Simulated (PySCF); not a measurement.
Mg(Cl)(OH) (ClHMgO), SMILES [OH][Mg][Cl]. Atoms are numbered in the order given.

```xyz
4

Mg     0.0236    -0.5357     0.0000
Cl    -0.0021     1.6536     0.0000
O     -0.0883    -2.3215     0.0000
H      0.4591    -3.1112     0.0000
```

Geometry: PBE-D3(BJ)/def2-TZVP. One conformer was computed; it need not be the lowest.

These are PBE0/def2-TZVPD (PySCF) values and carry that method's errors.

| Item | Value |
|---|---|
| total energy | -735.93383 hartree |
| point group | Cs |
| highest occupied level | -8.31 eV |
| lowest empty level | -1.54 eV |
| orbital gap | 6.76 eV |
| dipole moment | 1.94 D |
| quadrupole, principal values (traceless, Buckingham form, about the centre of nuclear charge) | -11.09, 4.20, 6.89 D·Å |
| mean static polarisability | 40.0 bohr³ (5.93 Å³) |
| polarisability, principal values | 36.0, 36.4, 47.6 bohr³ |
